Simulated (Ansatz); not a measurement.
Two isomers of F2H2NSi: A = `[NH][SiH](F)F`•, B = `N[Si](F)F`•.

Program: Ansatz. Geometries: PBE0-D4/def2-TZVP. ΔE: electronic, gas phase. CBS: MP2 limit from def2 TZ/QZ plus the TZ coupled-cluster correction, frozen cores. This one scheme is used for every species. DFT in def2-TZVPP. No spin–orbit coupling; open shells (•) take unrestricted orbitals. Each species was taken in one conformer, which may not be the lowest.

(1) Which is lower in electronic energy at CCSD(T)/CBS, and by how much? (Best estimate.)

(2) Give E(B) − E(A) in kJ/mol with LDA (SPW92), PBE0-D4, r2SCAN-D4, B2PLYP, CCSD(T)/def2-SVP, CCSD/def2-TZVPP, HF/def2-TZVPP. (An estimate is asked.)

(3) Does the order hold for the free energy at 298.15 K (harmonic terms from PBE0-D4)? (An estimate is asked.)

Largest T1 diagnostic: 0.014.

## Answers

(1) Ansatz gave: B, by 80.5 kJ/mol.

(2) Ansatz gave: LDA (SPW92) -123.9, PBE0-D4 -87.4, r2SCAN-D4 -83.6, B2PLYP -80.1, CCSD(T)/def2-SVP -69.1, CCSD/def2-TZVPP -68.9, HF/def2-TZVPP -30.8. None reverses the order clearly.

(3) The calculation gave: Yes: G(B) − G(A) = -69.7 kJ/mol, for one conformer each.

From BLYP to BHLYP (50 % exact exchange), in def2-TZVPP and without D4, E(B) − E(A) moves by +21.9 kJ/mol. In def2-TZVPP, CCSD(T) changes the Hartree–Fock value by −43.6 kJ/mol (the triples alone add −5.5 kJ/mol) and MP2 by −65.4 kJ/mol.
